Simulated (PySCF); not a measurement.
**Bi⁸¹⁺ (bismuth, charge +81): Hartree-Fock from Schrödinger to Dirac-Coulomb-Breit**

Occupied: 1s1/2. Hartree-Fock calculated with PySCF 2.14 in an even-tempered Gaussian basis (15 s from 25 bohr⁻², ratio 2.7; 13 p from 30 bohr⁻², ratio 2.7), Gaussian nucleus throughout. NR is non-relativistic, sf-X2C the spin-free one-electron X2C Hamiltonian, X2C adds the bare one-electron spin-orbit term, X2C-SNSO screens it by Boettger's factors, DC is four-component Dirac-Coulomb, and the Gaunt and Breit terms are added at first order (total energies over the DC spinors, levels after relaxing the spinors in that mean field). QED terms are absent. Levels marked empty are virtual spinors of this ion.

```
Hamiltonian  E (hartree)  E − E(DC) (hartree)  CPU seconds
         NR   -6836.5158             769.7855         0.48
     sf-X2C   -7601.8170               4.4843         0.32
        X2C   -7601.8170               4.4843         0.32
   X2C-SNSO   -7601.8170               4.4843         0.15
         DC   -7606.3014               0.0000          4.5
   DC+Gaunt   -7597.7428               8.5586          6.2
   DC+Breit   -7597.7428               8.5586           63
```

Q: Give the 2p spin-orbit interval with each Hamiltonian that has one.

A: X2C 2634; X2C-SNSO 2597; DC 2583; DC+Gaunt 2553; DC+Breit 2553 (eV).

| level (eV) | NR | sf-X2C | X2C | X2C-SNSO | DC | DC+Gaunt | DC+Breit |
| --- | --- | --- | --- | --- | --- | --- | --- |
| 1s1/2 | -92312.8 | -102541.3 | -102541.3 | -102541.3 | -102662.5 | -102431.1 | -102431.1 |
| 2s1/2 (empty) | -22537.6 | -25695.5 | -25695.5 | -25695.5 | -25710.3 | -25683.3 | -25686.6 |
| 2p1/2 (empty) | -22382.7 | -23583.8 | -25503.5 | -25474.6 | -25470.0 | -25413.8 | -25421.3 |
| 2p3/2 (empty) | -22382.7 | -23583.8 | -22869.9 | -22877.8 | -22886.5 | -22860.8 | -22868.3 |
| 3s1/2 (empty) | -9949.7 | -11055.2 | -11055.2 | -11055.2 | -11059.5 | -11051.9 | -11052.9 |

Weight of the small component: 1s1/2 0.101, 2s1/2 0.0252, 2p1/2 0.0251, 2p3/2 0.0225, 3s1/2 0.0110.

Koopmans' value for the highest occupied level at DC+Breit: 102431.1 eV, against an ionisation energy of 102251.8 ± 0.4 eV (theoretical estimate listed by NIST; NIST Atomic Spectra Database, ionization energies); the former lacks relaxation, correlation, QED and recoil.

The whole ladder took 77 s of wall time on 1 thread of Intel(R) Xeon(R) Platinum 8259CL CPU @ 2.50GHz (shared host), launched as `OMP_NUM_THREADS=1 python relrun2.py TASK.json OUT` (a driver that calls PySCF for each Hamiltonian).
